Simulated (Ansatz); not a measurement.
```yaml
crystal:
  periodic: [false, false, false]
  atoms:
    - {symbol: P, position_ang: [0.816623, -0.709563, 0.537190]}
    - {symbol: As, position_ang: [-0.085289, 1.284250, 0.471687]}
    - {symbol: As, position_ang: [-0.731334, -0.574688, -1.008877]}
basis:
  gaussian: {orbitals: cc-pVTZ}
magnetization: {spin_polarized: true, initial_magnetization: 1}
hamiltonian: {xc: {name: B3LYP-D3}, pseudopotentials: {relativity: scalar}}
scf: {lower_state_search: off}
```

```sh
$ ansatz run in.yaml --threads 4 --pin off --events-out ev --progress --plain --max-ram 3916MiB
```

Output, abridged:

```
Error: YAML parse error: error: line 10 column 19: hamiltonian.xc: no functional is named "B3LYP-D3"; the names, which are not case-sensitive, are SVWN5, SPW92, PBE, PBE0, PBEsol, revPBE, revPBE0, RPBE, rPW86-PBE, HSE06, wPBEh, LC-wPBE, HISS, HF, BLYP, B3LYP, B3LYP5, BHLYP, CAM-B3LYP, r2SCAN, r2SCANh, r2SCAN0, r2SCAN50, m-r2SCAN, B97, wB97, wB97X, wB97X-V, B97M-V, wB97M-V, B2PLYP, B2GP-PLYP, PBE0-DH, PBE-QIDH
 8 |   gaussian: {orbitals: cc-pVTZ}
 9 | magnetization: {spin_polarized: true, initial_magnetization: 1}
10 | hamiltonian: {xc: {name: B3LYP-D3}, pseudopotentials: {relativity: scalar}}
11 | scf: {lower_state_search: off}
```

Q: Something in this input is off. What?

A: The method's name isn't one that the program takes here. The input was rejected before any iteration.
